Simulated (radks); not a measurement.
The numbers below are computed, except where a source is named.
Neutral bismuth, configuration [Hg] 6p3 (the NIST ground configuration). Level of theory: scalar-relativistic Kohn-Sham, PBEsol, spin-polarised, spherical densities, finite nucleus; open shells are filled with parallel spins first (spin-orbit coupling, left out, can overturn this in heavy ions); Fermi nuclear charge, rms radius 5.5211 fm (a radial shooting solver on a logarithmic mesh with Libxc functionals). Some entries of the table are withheld. Estimate them.

orbital,occ.,eigenvalue (Ry),r(max) (bohr)
1s up,1,-6657.955,0.009666
1s down,1,-6657.953,0.009666
2s up,1,-1196.381,0.05622
2s down,1,-1196.380,0.05622
2p up,3,-1024.003,0.04691
2p down,3,-1024.001,0.04691
3s up,1,-288.7733,0.1585
3s down,1,-288.7718,0.1585
3p up,3,-239.4976,0.1589
3p down,3,-239.4959,0.1589
3d up,5,-189.8583,0.1294
3d down,5,-189.8569,0.1294
4s up,1,-66.23475,0.3559
4s down,1,-66.23232,0.3559
4p up,3,-50.07989,0.3760
4p down,3,-50.07724,0.3760
4d up,5,-31.57863,0.3815
4d down,5,-31.57564,0.3816
5s up,1,-11.57252,0.7704
5s down,1,-11.56576,0.7705
4f up,7,-11.20177,0.3419
4f down,7,-11.19836,0.3419
5p up,3,-7.02805,(1)
5p down,3,-7.02121,(2)
5d up,5,-1.98161,1.034
5d down,5,-1.95911,1.033
6s up,1,(3),1.883
6s down,1,(4),1.852
6p up,3,-0.38219,(5)
6p down,0,-0.24394,(6)

Answer. 
(1) 5p up r(max) (bohr): 0.8598
(2) 5p down r(max) (bohr): 0.8600
(3) 6s up eigenvalue (Ry): -1.10252
(4) 6s down eigenvalue (Ry): -0.98765
(5) 6p up r(max) (bohr): 2.466
(6) 6p down r(max) (bohr): 2.431
